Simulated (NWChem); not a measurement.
System: C₂H₃AuFN; SMILES CC#[N]->[Au][F]

Output (shortened):

```
             Northwest Computational Chemistry Package (NWChem) 7.3.0
             --------------------------------------------------------

                             Geometry "geometry" -> ""
                             -------------------------

 Output coordinates in angstroms (scale by  1.889725989 to convert to a.u.)

  No.       Tag          Charge          X              Y              Z
 ---- ---------------- ---------- -------------- -------------- --------------
    1 Au                  79.0000    -0.14439696     0.32893306    -0.33958845
    2 F                    9.0000    -0.69740096     1.58139906    -1.61969745
    3 C                    6.0000     1.14077604    -2.59778194     2.67979555
    4 C                    6.0000     0.72604604    -1.65038094     1.69806855
    5 N                    7.0000     0.39151404    -0.88635094     0.90568855
    6 H                    1.0000     1.06431104    -2.15439994     3.67287955
    7 H                    1.0000     2.17481204    -2.88961194     2.49479455
    8 H                    1.0000     0.50331504    -3.48085794     2.63008555

 Effective nuclear repulsion energy (a.u.)     609.3797662724

                           NWChem Geometry Optimization
                           ----------------------------

 maximum gradient threshold         (gmax) =   0.000450
 rms gradient threshold             (grms) =   0.000300
 maximum cartesian step threshold   (xmax) =   0.001800
 rms cartesian step threshold       (xrms) =   0.001200
 fixed trust radius                (trust) =   0.300000
 source of zmatrix                         =

          -------------------
          Energy Minimization
          -------------------

 Using diagonal initial Hessian

          --------
          Step   0

                                 NWChem DFT Module
                                 -----------------

 Summary of "ao basis" -> "ao basis" (spherical)
 ------------------------------------------------------------------------------
       Tag                 Description            Shells   Functions and Types
 ---------------- ------------------------------  ------  ---------------------
 Au                         def2-svp                12       32   6s3p2d1f
 F                          def2-svp                 6       14   3s2p1d
 C                          def2-svp                 6       14   3s2p1d
 N                          def2-svp                 6       14   3s2p1d
 H                          def2-svp                 3        5   2s1p

            General Information
            -------------------
          SCF calculation type: DFT
          Wavefunction type:  closed shell.
          No. of atoms     :     8
          No. of electrons :    50
           Alpha electrons :    25
            Beta electrons :    25
          Charge           :     0
          Spin multiplicity:     1
          Use of symmetry is: off; symmetry adaption is: off
          Maximum number of iterations: 150
          AO basis - number of functions:   103
                     number of shells:    45
          Convergence on energy requested:  1.00D-06
          Convergence on density requested:  1.00D-05
          Convergence on gradient requested:  5.00D-04

[...]

      ----------------------
      Optimization converged
      ----------------------

  Step       Energy      Delta E   Gmax     Grms     Xrms     Xmax
  ---- ---------------- -------- -------- -------- -------- --------
@   15    -367.91632822 -3.9D-07  0.00005  0.00003  0.00058  0.00168
                                     ok       ok       ok       ok

                         Geometry "geometry" -> "geometry"
                         ---------------------------------

 Output coordinates in angstroms (scale by  1.889725989 to convert to a.u.)

  No.       Tag          Charge          X              Y              Z
 ---- ---------------- ---------- -------------- -------------- --------------
    1 Au                  79.0000    -0.17506575     0.39448536    -0.40544669
    2 F                    9.0000    -0.73058778     1.67374069    -1.72105255
    3 C                    6.0000     1.15396208    -2.62669221     2.70887112
    4 C                    6.0000     0.72712509    -1.66499114     1.71573869
    5 N                    7.0000     0.38850447    -0.89725250     0.92394589
    6 H                    1.0000     1.08159557    -2.18568232     3.71373901
    7 H                    1.0000     2.19706382    -2.92089731     2.52182819
    8 H                    1.0000     0.51637880    -3.52176205     2.66440277

 Effective nuclear repulsion energy (a.u.)     588.1328100725

 ==============================================================================
                                internuclear distances
 ------------------------------------------------------------------------------
       center one      |      center two      | atomic units |  angstroms
 ------------------------------------------------------------------------------
    2 F                |   1 Au               |     3.62311  |     1.91727
    4 C                |   3 C                |     2.73415  |     1.44685
    5 N                |   1 Au               |     3.66114  |     1.93739
    5 N                |   4 C                |     2.18018  |     1.15370
    6 H                |   3 C                |     2.07826  |     1.09977
    7 H                |   3 C                |     2.07836  |     1.09982
    8 H                |   3 C                |     2.07839  |     1.09984
 ------------------------------------------------------------------------------
                         number of included internuclear distances:          7
 ==============================================================================
```

Level: PBE0/def2-SVP with def2 effective core potentials on Au. No frequency run checked for a minimum. def2 effective core potentials on Au; no spin-orbit coupling.

### Question
Reconstruct the input file.

### Answer
This is not unique; one that fits is the input that was run:
```
start job
memory heap 200 mb stack 900 mb global 1100 mb
geometry units angstroms noautosym noautoz
  Au    -0.105438     0.240215    -0.248059
  F     -0.658442     1.492681    -1.528168
  C      1.179735    -2.686500     2.771325
  C      0.765005    -1.739099     1.789598
  N      0.430473    -0.975069     0.997218
  H      1.103270    -2.243118     3.764409
  H      2.213771    -2.978330     2.586324
  H      0.542274    -3.569576     2.721615
end
basis spherical
  * library def2-svp
end
ecp
  Au library def2-ecp
end
dft
  xc pbe0
  iterations 150
end
driver
  maxiter 120
end
task dft optimize
```
